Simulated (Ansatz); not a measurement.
This geometry of Cl2GaH4N (8 atoms, charge 0, multiplicity 1) is a first-order saddle point.

Theory: RKS B3LYP-D4/def2-SVP (Ansatz 0.2.0).

```xyz
8
Properties=species:S:1:pos:R:3
Ga 0.059 -0.405 -0.083
H -0.158 0.059 1.715
Cl 1.982 0.300 -0.764
Cl -1.746 0.070 -1.158
N 0.071 -2.098 0.876
H -0.689 -2.767 0.734
H 0.956 -2.605 0.936
H -0.105 -0.932 1.714
```

Task: Which two structures does it join? (They come from a converged band through this point; their orientation in space is the band's.)

Result: Bonds broken: Ga1–H2, N5–H8. Bonds formed: H2–H8. Cl2GaH4N becomes Cl2GaH2N + H2.

Image 0:

```xyz
8
Properties=species:S:1:pos:R:3
Ga 0.008 0.010 0.251
H -0.169 0.943 1.487
Cl 1.959 -0.070 -0.761
Cl -1.687 -0.286 -1.120
N 0.055 -1.984 0.966
H -0.705 -2.491 0.505
H 0.944 -2.394 0.664
H -0.035 -2.106 1.977
```

Image 8:

```xyz
8
Properties=species:S:1:pos:R:3
Ga 0.111 -0.777 -0.592
H -0.154 0.313 2.760
Cl 1.945 0.279 -0.946
Cl -1.716 -0.013 -1.417
N 0.099 -2.266 0.420
H -0.729 -2.836 0.549
H 0.946 -2.705 0.763
H -0.133 -0.374 2.433
```

Task: How far does it lie above each of them?

Result: 197.5 kJ/mol above the first and 83.3 kJ/mol above the second. This is the barrier of this one path; another mechanism may lie lower. The orbitals stay closed-shell, which can raise the energy where a bond breaks towards radicals; this wasn't checked here.

The run took 3.7 min on 2 threads of Arm Neoverse V2 (shared host), peak memory 0.24 GiB.
